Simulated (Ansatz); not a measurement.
H8N2OSSi2, SMILES `N[SiH2]S[SiH](N)O` from Hartree–Fock to CCSD(T)

```xyz
14

N    -0.146    1.624    1.493
Si   -1.026    0.130    1.670
S     0.069   -1.433    0.757
Si    0.163   -0.663   -1.276
N     1.322   -1.495   -2.190
O     0.538    0.917   -1.197
H     0.734    1.703    1.983
H    -0.676    2.478    1.603
H    -2.335    0.392    1.019
H    -1.241   -0.296    3.077
H    -1.150   -0.929   -1.910
H     2.305   -1.456   -1.978
H     1.073   -2.313   -2.719
H     0.369    1.342   -0.333
```

The species carries charge 0 and has multiplicity 1. The structure was optimised at the PBE0-D4/def2-TZVP level. It is one conformer, not always the lowest. Frozen core, restricted reference, Ansatz 0.2.0. CBS rows extrapolate triple and quadruple zeta; past MP2 they add the triple-zeta difference.

```csv
basis,HF (Eh),MP2 corr.,CCSD corr.,(T),CCSD(T) total
def2-TZVPP,-1164.12479,-1.09538,?,?,?
def2-QZVPP,-1164.16386,-1.18224,–,–,–
CBS(def2),?,?,-1.29912,as TZ,?
```

Question: Fill in the withheld values. (Estimate.)

Answer: The calculation gave: def2-TZVPP CCSD corr.: -1.14793; def2-TZVPP (T): -0.04641; def2-TZVPP CCSD(T) total: -1165.31913; CBS(def2) HF (Eh): -1164.16925; CBS(def2) MP2 corr.: -1.24658; CBS(def2) CCSD(T) total: -1165.51478.
